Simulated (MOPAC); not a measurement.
MOPAC input (PM6):

```
PM6 1SCF UHF MS=0.5 GEO-OK AUX(PRECISION=9) THREADS=1
C3H9BN

C     2.17646500 1   -0.35198300 1    0.10661700 1
N     0.78479800 1   -0.40990100 1   -0.00110500 1
B    -0.49677800 1    0.01747500 1   -0.03312100 1
C    -1.71156700 1   -0.98463600 1   -0.26013800 1
C    -0.79164300 1    1.58087100 1    0.16426700 1
H     2.55627500 1   -0.92973600 1    0.95628300 1
H     2.68248300 1   -0.68334600 1   -0.80669200 1
H     2.47507000 1    0.69586000 1    0.27443700 1
H    -2.28034800 1   -0.68810500 1   -1.14652600 1
H    -1.40351400 1   -2.02286900 1   -0.38318700 1
H    -2.40430500 1   -0.93010000 1    0.58500400 1
H    -1.32593000 1    1.96431800 1   -0.70980300 1
H    -1.45020800 1    1.72169600 1    1.02621400 1
H     0.10125100 1    2.18869500 1    0.31313600 1
```

Output:

```
 *******************************************************************************
 **                                                                           **
 **                              MOPAC v23.2.5                                **
 **                                                                           **
 *******************************************************************************
 ** MOPAC's Digital Object Identifier: https://doi.org/10.5281/zenodo.6511958 **
 **                                                                           **
 ** Please cite the open-source release paper for use of this MOPAC version:  **
 ** J. E. Moussa and J. J. P. Stewart (2026)                                  **
 ** MOPAC: An open-source semiempirical molecular orbital program             **
 ** J. Open Source Softw., 11(119), 8025, https://doi.org/10.21105/joss.08025 **
 *******************************************************************************

                              PM6 CALCULATION RESULTS

 *******************************************************************************
 *  PM6        - The PM6 Hamiltonian to be used
 *  GEO-OK     - OVERRIDE INTERATOMIC DISTANCE AND OTHER SAFETY CHECKS
 *  UHF        - UNRESTRICTED HARTREE-FOCK CALCULATION
 *  MS=        - IN MECI, MAGNETIC COMPONENT OF SPIN =  0.5
 *  1SCF       - DO 1 SCF AND THEN STOP
 *  AUX        - OUTPUT AUXILIARY INFORMATION
 *******************************************************************************
PM6 1SCF UHF MS=0.5 GEO-OK AUX(PRECISION=9) THREADS=1
 C3H9BN

   ATOM   CHEMICAL          X               Y               Z
  NUMBER   SYMBOL      (ANGSTROMS)     (ANGSTROMS)     (ANGSTROMS)

     1       C          2.17646500  *  -0.35198300  *   0.10661700  *
     2       N          0.78479800  *  -0.40990100  *  -0.00110500  *
     3       B         -0.49677800  *   0.01747500  *  -0.03312100  *
     4       C         -1.71156700  *  -0.98463600  *  -0.26013800  *
     5       C         -0.79164300  *   1.58087100  *   0.16426700  *
     6       H          2.55627500  *  -0.92973600  *   0.95628300  *
     7       H          2.68248300  *  -0.68334600  *  -0.80669200  *
     8       H          2.47507000  *   0.69586000  *   0.27443700  *
     9       H         -2.28034800  *  -0.68810500  *  -1.14652600  *
    10       H         -1.40351400  *  -2.02286900  *  -0.38318700  *
    11       H         -2.40430500  *  -0.93010000  *   0.58500400  *
    12       H         -1.32593000  *   1.96431800  *  -0.70980300  *
    13       H         -1.45020800  *   1.72169600  *   1.02621400  *
    14       H          0.10125100  *   2.18869500  *   0.31313600  *

          CARTESIAN COORDINATES

    NO.       ATOM           X           Y           Z

     1         C          2.1765     -0.3520      0.1066
     2         N          0.7848     -0.4099     -0.0011
     3         B         -0.4968      0.0175     -0.0331
     4         C         -1.7116     -0.9846     -0.2601
     5         C         -0.7916      1.5809      0.1643
     6         H          2.5563     -0.9297      0.9563
     7         H          2.6825     -0.6833     -0.8067
     8         H          2.4751      0.6959      0.2744
     9         H         -2.2803     -0.6881     -1.1465
    10         H         -1.4035     -2.0229     -0.3832
    11         H         -2.4043     -0.9301      0.5850
    12         H         -1.3259      1.9643     -0.7098
    13         H         -1.4502      1.7217      1.0262
    14         H          0.1013      2.1887      0.3131

 General Reference for PM6:
 "Optimization of Parameters for Semiempirical Methods V: Modification of NDDO Approximations
 and Application to 70 Elements", J. J. P. Stewart, J. Mol. Mod., 13, 1173-1213 (2007)
 URL: https://link.springer.com/article/10.1007/s00894-007-0233-4

           Empirical Formula: C3 H9 N B  =    14 atoms

      MOLECULAR POINT GROUP   :   Cs

          UHF CALCULATION, NO. OF ALPHA ELECTRONS =   15
                           NO. OF BETA  ELECTRONS =   14

 -------------------------------------------------------------------------------
 PM6 1SCF UHF MS=0.5 GEO-OK AUX(PRECISION=9) THREADS=1
 C3H9BN

     1SCF WAS SPECIFIED, SO BFGS WAS NOT USED
     SCF FIELD WAS ACHIEVED

                              PM6 CALCULATION
                                                       MOPAC v23.2.5 Linux

          FINAL HEAT OF FORMATION =          3.92174 KCAL/MOL =      16.40854 KJ/MOL

          COSMO AREA              =        130.40 SQUARE ANGSTROMS
          COSMO VOLUME            =        115.17 CUBIC ANGSTROMS

          IONIZATION POTENTIAL    =          9.048175 EV
          ALPHA SOMO LUMO (EV)    =         -9.531  1.828
          BETA  SOMO LUMO (EV)    =         -9.048  0.208
          NO. OF ALPHA ELECTRONS  =         15
          NO. OF BETA  ELECTRONS  =         14
          MOLECULAR WEIGHT        =         69.9208         POINT GROUP:  Cs

          MOLECULAR DIMENSIONS (Angstroms)

            Atom       Atom       Distance
            H    11    H     7     5.27950
            H    14    H    10     4.28319
            H     6    H     9     3.30825

          SCF CALCULATIONS        =          1

   ATOM   CHEMICAL          X               Y               Z
  NUMBER   SYMBOL      (ANGSTROMS)     (ANGSTROMS)     (ANGSTROMS)

     1       C          2.17646500  *  -0.35198300  *   0.10661700  *
     2       N          0.78479800  *  -0.40990100  *  -0.00110500  *
     3       B         -0.49677800  *   0.01747500  *  -0.03312100  *
     4       C         -1.71156700  *  -0.98463600  *  -0.26013800  *
     5       C         -0.79164300  *   1.58087100  *   0.16426700  *
     6       H          2.55627500  *  -0.92973600  *   0.95628300  *
     7       H          2.68248300  *  -0.68334600  *  -0.80669200  *
     8       H          2.47507000  *   0.69586000  *   0.27443700  *
     9       H         -2.28034800  *  -0.68810500  *  -1.14652600  *
    10       H         -1.40351400  *  -2.02286900  *  -0.38318700  *
    11       H         -2.40430500  *  -0.93010000  *   0.58500400  *
    12       H         -1.32593000  *   1.96431800  *  -0.70980300  *
    13       H         -1.45020800  *   1.72169600  *   1.02621400  *
    14       H          0.10125100  *   2.18869500  *   0.31313600  *

                             CARTESIAN COORDINATES

   1    C        2.176465000    -0.351983000     0.106617000
   2    N        0.784798000    -0.409901000    -0.001105000
   3    B       -0.496778000     0.017475000    -0.033121000
   4    C       -1.711567000    -0.984636000    -0.260138000
   5    C       -0.791643000     1.580871000     0.164267000
   6    H        2.556275000    -0.929736000     0.956283000
   7    H        2.682483000    -0.683346000    -0.806692000
   8    H        2.475070000     0.695860000     0.274437000
   9    H       -2.280348000    -0.688105000    -1.146526000
  10    H       -1.403514000    -2.022869000    -0.383187000
  11    H       -2.404305000    -0.930100000     0.585004000
  12    H       -1.325930000     1.964318000    -0.709803000
  13    H       -1.450208000     1.721696000     1.026214000
  14    H        0.101251000     2.188695000     0.313136000

           Empirical Formula: C3 H9 N B  =    14 atoms

      MOLECULAR POINT GROUP   :   Cs

          ALPHA EIGENVALUES
 -30.32026 -25.08104 -23.86048 -23.65496 -17.32577 -15.83556 -15.55821 -14.02196
 -13.66974 -13.13092 -12.76006 -12.18049 -11.68934 -10.09500  -9.53127   1.82834
   2.11758   3.56027   4.81890   5.19026   5.19665   5.42204   6.14948   6.33042
   6.42581   6.42914   6.62008   7.33130   7.53029

           BETA EIGENVALUES
 -28.99700 -24.90553 -23.68245 -23.04446 -16.89708 -15.31993 -14.92653 -13.97978
 -13.65635 -12.97685 -12.74683 -11.77071 -10.91777  -9.04817   0.20772   2.25622
   2.37143   3.86099   4.92313   5.24901   5.55620   5.57377   6.34342   6.36012
   6.43497   6.49698   6.89971   7.35568   7.56320

              NET ATOMIC CHARGES AND DIPOLE CONTRIBUTIONS

  ATOM NO.   TYPE          CHARGE      No. of ELECS.   s-Pop       p-Pop
    1          C          -0.261274        4.2613     1.06775     3.19352
    2          N          -0.247759        5.2478     1.52875     3.71901
    3          B           0.162224        2.8378     0.97799     1.85979
    4          C          -0.501757        4.5018     1.08576     3.41600
    5          C          -0.513561        4.5136     1.09061     3.42295
    6          H           0.154110        0.8459     0.84589
    7          H           0.154110        0.8459     0.84589
    8          H           0.170518        0.8295     0.82948
    9          H           0.149615        0.8504     0.85038
   10          H           0.143693        0.8563     0.85631
   11          H           0.149615        0.8504     0.85038
   12          H           0.152058        0.8479     0.84794
   13          H           0.152058        0.8479     0.84794
   14          H           0.136348        0.8637     0.86365
 DIPOLE           X         Y         Z       TOTAL
 POINT-CHG.     1.634     0.359     0.167     1.681
 HYBRID         0.190     0.049     0.020     0.197
 SUM            1.824     0.408     0.188     1.878

          ATOMIC ORBITAL ELECTRON POPULATIONS

     Atom    s        px        py        pz
    1  C   1.06775   0.88639   1.15152   1.15562
    2  N   1.52875   1.06562   1.07411   1.57928
    3  B   0.97799   0.66277   0.73659   0.46043
    4  C   1.08576   1.12155   1.13595   1.15850
    5  C   1.09061   1.15400   1.10674   1.16221
    6  H   0.84589
    7  H   0.84589
    8  H   0.82948
    9  H   0.85038
   10  H   0.85631
   11  H   0.85038
   12  H   0.84794
   13  H   0.84794
   14  H   0.86365

                    (SZ)    =    0.500000
                    (S**2)  =    0.777754

          ATOMIC ORBITAL SPIN POPULATIONS

    Atom   Total    s     px     py     pz
         Atomic
    1  C -0.0607 -0.007 -0.038 -0.009 -0.006
    2  N  1.0167  0.072  0.051  0.781  0.112
    3  B -0.2045 -0.028 -0.039 -0.044 -0.093
    4  C  0.0569  0.009  0.028  0.016  0.003
    5  C  0.1331  0.018  0.015  0.093  0.006
    6  H  0.0122  0.012
    7  H  0.0122  0.012
    8  H  0.0610  0.061
    9  H -0.0042 -0.004
   10  H -0.0028 -0.003
   11  H -0.0042 -0.004
   12  H -0.0051 -0.005
   13  H -0.0051 -0.005
   14  H -0.0056 -0.006

 **********************
 *                    *
 * JOB ENDED NORMALLY *
 *                    *
 **********************

 == MOPAC DONE ==
```

The geometry given is a B3LYP-D3(BJ)/def2-TZVP minimum.
